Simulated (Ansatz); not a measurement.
Cartesian coordinates (Å):
```xyz
6

Sc    -0.0423    -0.0419    -0.0461
Cl    -0.3544     1.7218    -1.5293
O      0.3171    -1.7325    -0.6824
H      0.5087    -2.6554    -0.8667
O     -0.1529     0.2461     1.7696
H     -0.1811     0.2480     2.7297
```
Charge 0, spin multiplicity 1.

The numbers are results of frozen-core CCSD(T)/def2-TZVPP // r2SCAN-D4/def2-SVP (Ansatz, a program for electronic structure), not measurements.

- HF energy: -1370.47351 Ha
- MP2 correlation energy: -0.97162 Ha

**Question.** Estimate the CCSD correlation energy, the (T) correction, the total energy and the T1 diagnostic.

**Answer.** 
The CCSD correlation energy is -0.99819 Ha. The (T) correction comes out as -0.03872 Ha, the CCSD(T) total energy is -1371.51042 Ha and the T1 diagnostic is 0.015.
